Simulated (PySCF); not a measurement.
A calculation to check before its numbers are used.

A geometry optimisation on CH3Br3Ti, SMILES `[CH3][Ti]([Br])([Br])[Br]` (singlet state). Computed with PBE0-D3(BJ)/def2-SVP geometry optimisation, gas phase (PySCF).

Driver input (Å, GFN2-xTB start):

```
{"job": {"xc": "PBE0", "basis": "def2-SVP", "d3": "d3bj", "grid": 1, "maxiter": 30, "shake": 0.01, "kind": "geom"}, "charge": 0, "multiplicity": 1}
C      1.1771     0.0340    -0.0968
Ti    -0.8847    -0.0486     0.0679
Br    -1.8634     1.7499    -1.1314
Br    -1.4311     0.1059     2.3506
Br    -1.6235    -2.1077    -0.8337
H      1.6403    -0.7617     0.4422
H      1.4821    -0.0045    -1.1563
H      1.5583     1.0135     0.3049
```

Output:

```
step   0  E = -8609.82784179  max force = 0.033120
step   1  E = -8609.83301478  max force = 0.003114
step   2  E = -8609.83326312  max force = 0.002197
step   3  E = -8609.83323762  max force = 0.002693
step   4  E = -8609.83315697  max force = 0.001769
step   5  E = -8609.83320812  max force = 0.001522
step   6  E = -8609.83324269  max force = 0.001436
step   7  E = -8609.83325841  max force = 0.001358
step   8  E = -8609.83326762  max force = 0.001316
step   9  E = -8609.83326959  max force = 0.001283
step  10  E = -8609.83326996  max force = 0.001263
step  11  E = -8609.83327000  max force = 0.001253
step  12  E = -8609.83326998  max force = 0.001248
step  13  E = -8609.83326996  max force = 0.001246
step  14  E = -8609.83326994  max force = 0.001244
step  15  E = -8609.83326992  max force = 0.001242
step  16  E = -8609.83326990  max force = 0.001240
step  17  E = -8609.83326987  max force = 0.001239
step  18  E = -8609.83326985  max force = 0.001237
step  19  E = -8609.83326982  max force = 0.001235
step  20  E = -8609.83326979  max force = 0.001233
step  21  E = -8609.83326975  max force = 0.001232
step  22  E = -8609.83326971  max force = 0.001230
step  23  E = -8609.83326967  max force = 0.001228
step  24  E = -8609.83326963  max force = 0.001226
step  25  E = -8609.83326958  max force = 0.001224
step  26  E = -8609.83326954  max force = 0.001223
step  27  E = -8609.83326949  max force = 0.001221
step  28  E = -8609.83326943  max force = 0.001219
step  29  E = -8609.83326938  max force = 0.001217
step  30  E = -8609.83326932  max force = 0.001215
optimisation not converged
```

Energies are in Eh and forces in Eh/bohr.

**Question.** Can the results be trusted, and what went wrong?

**Answer.** Not as they stand: step limit reached with the energy nearly constant. After 31 gradient evaluations the largest force component was 0.00121 Eh/bohr against a threshold of 0.00045, and over the last 5 steps the energy changed by 0.000 kcal/mol in all, within a range of 0.000 kcal/mol, the last step by 0.000 kcal/mol. The energy rose in 2 of the 30 steps.

**Question.** What would you do next?

**Answer.** Restart from the last geometry, if need be with a computed Hessian or a finer grid, and confirm the end point by frequencies.
